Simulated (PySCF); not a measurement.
**Correlation energy of Ne³⁺ (neon, charge +3)**

[He] 2s2 2p3, high-spin 4S determinant. All numbers are calculated (PySCF 2.14, the spin-free X2C one-electron Hamiltonian (Gaussian nucleus), in x2c-TZVPPall (5s3p2d1f, 31 functions)). Frozen: nothing; 7 electrons correlated.

```json
{"level": "CCSD", "correlation energy (mhartree)": "-129.83"}
{"level": "(T)", "correlation energy (mhartree)": "-0.92"}
{"level": "CCSD(T)", "correlation energy (mhartree)": "-130.75"}
```

Diagnostics: T1 = 0.0017, D1 = 0.0044, largest double amplitude 0.030.

Cost of the coupled-cluster step: of the order of 0.6 core-seconds, for 7 correlated electrons.

This basis was not built for core-valence correlation, so the inner-shell part is incomplete.
